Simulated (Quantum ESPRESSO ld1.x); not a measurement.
Question: Species: the lanthanum ion La2+. Configuration: [Xe] 5d0.5 6d0.5 (fractional occupations, a model configuration). All-electron calculation, Dirac Kohn-Sham, BP86, spin-unpolarised, spherical densities, point nucleus; open shells fill j = l - 1/2 first. Program: ld1.x of Quantum ESPRESSO 7.5. Some entries of the table are withheld. Estimate them.

orbital,occ.,eigenvalue (eV),<r^2> (bohr^2)
1s1/2,2,(1),0.0008535
2s1/2,2,-6177.69,0.01356
2p1/2,2,-5827.04,0.009958
2p3/2,4,-5413.73,0.01122
3s1/2,2,-1333.59,(2)
3p1/2,2,-1185.78,0.08768
3p3/2,4,-1105.23,0.09531
3d3/2,4,-846.333,0.07845
3d5/2,6,-829.105,0.08063
4s1/2,2,-281.598,0.4828
4p1/2,2,-227.213,0.5175
4p3/2,4,-210.065,0.5594
4d3/2,4,-120.930,0.6733
4d5/2,6,-117.953,0.6903
5s1/2,2,-54.0833,2.687
5p1/2,2,-39.1668,3.354
5p3/2,4,-36.5752,3.642
5d3/2,0.5,(3),7.044
5d5/2,0,(4),7.229
6s1/2,0,-14.6951,(5)
6p1/2,0,-11.2977,21.97
6p3/2,0,-10.9112,23.61
6d3/2,0.5,-6.9705,44.68
6d5/2,0,-6.9273,45.19

Answer: 
(1) 1s1/2 eigenvalue (eV): -38741.7
(2) 3s1/2 <r^2> (bohr^2): 0.09283
(3) 5d3/2 eigenvalue (eV): -16.7783
(4) 5d5/2 eigenvalue (eV): -16.5110
(5) 6s1/2 <r^2> (bohr^2): 15.38
